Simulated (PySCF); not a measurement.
# Rh³⁺ (rhodium, charge +3) across methods

[Kr] 4d6, high-spin 5D determinant. Calculation: PySCF 2.14, in ANO-RCC-VTZP (7s6p4d2f1g, 68 functions); scalar relativity by spin-free X2C-1e.

```json
{"method": "r2SCAN", "E (hartree)": "-4781.38", "mean ε 4p β (eV)": "-84.854", "mean ε 4d α (eV)": "-41.358", "mean ε 4d β (eV)": "-38.002", "Σ⟨r²⟩ (bohr²)": "26.22", "⟨S²⟩": "6.001"}
{"method": "BP86", "E (hartree)": "-4781.93", "mean ε 4p β (eV)": "-84.183", "mean ε 4d α (eV)": "-40.864", "mean ε 4d β (eV)": "-38.035", "Σ⟨r²⟩ (bohr²)": "26.32", "⟨S²⟩": "6.001"}
{"method": "UHF", "E (hartree)": "-4779.13863", "mean ε 4p β (eV)": "-94.511", "mean ε 4d α (eV)": "-48.467", "mean ε 4d β (eV)": "-44.246", "Σ⟨r²⟩ (bohr²)": "26.20", "⟨S²⟩": "6.003"}
{"method": "r2SCAN0", "E (hartree)": "-4781.37", "mean ε 4p β (eV)": "-87.589", "mean ε 4d α (eV)": "-43.376", "mean ε 4d β (eV)": "-39.874", "Σ⟨r²⟩ (bohr²)": "26.18", "⟨S²⟩": "6.002"}
{"method": "PBE0", "E (hartree)": "-4781.06", "mean ε 4p β (eV)": "-87.031", "mean ε 4d α (eV)": "-42.998", "mean ε 4d β (eV)": "-39.771", "Σ⟨r²⟩ (bohr²)": "26.25", "⟨S²⟩": "6.001"}
{"method": "wB97X-V", "E (hartree)": "-4781.12", "mean ε 4p β (eV)": "-89.630", "mean ε 4d α (eV)": "-45.300", "mean ε 4d β (eV)": "-42.441", "Σ⟨r²⟩ (bohr²)": "26.25", "⟨S²⟩": "6.001"}
{"method": "PBE", "E (hartree)": "-4780.97", "mean ε 4p β (eV)": "-84.020", "mean ε 4d α (eV)": "-40.844", "mean ε 4d β (eV)": "-37.877", "Σ⟨r²⟩ (bohr²)": "26.35", "⟨S²⟩": "6.001"}
```

Task: Estimate the same row for LDA.

Result: E (hartree) = -4776.12; mean ε 4p β (eV) = -84.332; mean ε 4d α (eV) = -40.920; mean ε 4d β (eV) = -37.919; Σ⟨r²⟩ (bohr²) = 26.41; ⟨S²⟩ = 6.000.
